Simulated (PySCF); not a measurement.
**Radial density of N⁺ (nitrogen, charge +1)**

UHF, [He] 2s2 2p2, high-spin 3P determinant. Calculation: PySCF 2.14, in x2c-TZVPall (5s3p2d1f, 31 functions); the spin-free X2C one-electron Hamiltonian (Gaussian nucleus).

```
r (bohr)  4πr²ρ (e/bohr)  4πr²(ρα − ρβ)
 0.00322         0.02691         0.0000
 0.00542         0.07353         0.0000
 0.00911          0.1949         0.0001
  0.0153          0.5018         0.0002
  0.0258           1.220         0.0006
  0.0433           2.693         0.0020
  0.0729           5.046         0.0074
   0.123           7.205         0.0314
   0.206           6.604         0.1286
   0.347           3.272         0.4624
   0.584           2.281         1.1541
   0.982           3.175         1.5219
    1.65           1.623         0.7494
    2.78          0.1738         0.0848
    4.67        0.002340         0.0015
```

Densities and radii are taken from the X2C orbitals without a picture-change correction, which distorts them close to the nucleus.
